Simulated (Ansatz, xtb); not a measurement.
**Two isomers of C5H4FNS**

Structure a is `C=Cc1scnc1F`, a singlet and structure b is `C=Cc1nc(F)cs1`, a singlet. Both are isolated molecules in the gas phase, relaxed with PBE-D3(BJ)/def2-SVP; each stands in its lowest conformer found.

Energies in hartree; the thermal terms are from GFN2-xTB frequencies at re-optimised GFN2-xTB minima (ideal gas, soft modes damped towards free rotors, one conformer each, 298.15 K, 1 atm) and include the zero-point energy:

|  | a | b |
| --- | --- | --- |
| E, CCSD(T)/def2-SVP | −743.857912 | −743.859101 |
| E, MP2/def2-SVP | −743.770043 | −743.771081 |
| E, MP2/def2-TZVPP | −744.590754 | −744.592625 |
| zero-point energy | 0.077750 | 0.077619 |
| H(298 K) − E | 0.085965 | 0.085843 |
| G(298 K) − E | 0.045670 | 0.045494 |

Problem. Correct the CCSD(T) difference for the basis set by the MP2 change, then work out ΔE, ΔE₀, ΔH and ΔG for a → b in kJ/mol (1 Eh = 2625.50 kJ/mol) and the equilibrium ratio [b]/[a].

Solution. 1. Differences b − a: CCSD(T) −0.001189, MP2 in the small set −0.001038, MP2 in the large set −0.001871 Eh.
2. ΔE = −0.001189 + (−0.001871 − (−0.001038)) = −0.002022 Eh = −5.31 kJ/mol.
3. ΔE₀ = ΔE + ΔZPE = −0.002022 + (−0.000131) Eh = −5.65 kJ/mol.
4. ΔH = ΔE + (−0.000122) Eh = −5.63 kJ/mol.
5. ΔG = ΔE + (−0.000176) Eh = −5.77 kJ/mol, so ΔS = (ΔH − ΔG)/T = +0.5 J/(mol K).
6. kT = 0.9442 mEh, so K = [b]/[a] = exp(−ΔG/kT) = exp(+2.33) ≈ 10.

The sums favour b, but ΔE leans on the basis-set step (CCSD(T) alone has the other sign or is under 1 kcal/mol), so the order isn't settled. An error of 4 kJ/mol in ΔG would change K by a factor of 5. HF/STO-3G gave ΔE the other sign. Mirror images and further conformers aren't counted.

As drawn, both hold the same kinds of bond in the same numbers.

Other levels gave ΔE = −4.2 (GFN2-xTB); +2.4 (HF/STO-3G, GFN2-xTB geometries); −5.4 (r2SCAN-D4/def2-SVP, GFN2-xTB geometries); −4.1 (PBE-D3(BJ)/def2-SVP); −6.6 (HF/def2-SVP); −2.7 (MP2/def2-SVP); −3.1 (CCSD(T)/def2-SVP) kJ/mol. The correlated steps freeze 12 core orbitals. Programs: Ansatz 0.2.0, xtb 6.7.1.
